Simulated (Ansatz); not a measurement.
Compare A (`C=NCS[SiH3]`) with its isomer B (`C=CS[SiH2]N`).

Calculated with Ansatz (gas phase, PBE0-D4/def2-TZVP geometries, no zero-point term in ΔE). CCSD(T)/CBS adds triple-zeta CCSD(T) − MP2 to the extrapolated MP2 energy (def2 sets, frozen cores). Functionals use def2-TZVPP. B3LYP here is the variant with VWN-RPA as its local correlation; programs differ in this. One conformer a species, not always the lowest.

Q: Which isomer does CCSD(T)/CBS put lower? Give the gap. (An estimate is asked.)

A: Computed: B, by 137.0 kJ/mol.

Q: Give E(B) − E(A) in kJ/mol with B2PLYP, PBE-D4, CCSD(T)/def2-TZVPP, B3LYP, B3LYP-D4, ωB97M-V, MP2/def2-TZVPP. (An estimate is asked.)

A: The calculation gave: B2PLYP -134.5, PBE-D4 -127.1, CCSD(T)/def2-TZVPP -129.1, B3LYP -133.6, B3LYP-D4 -131.6, ωB97M-V -133.6, MP2/def2-TZVPP -136.9. None reverses the order clearly.

Largest T1 diagnostic: 0.012.

From PBE to PBE0 (25 % exact exchange), in def2-TZVPP and without D4, E(B) − E(A) moves by −4.4 kJ/mol.
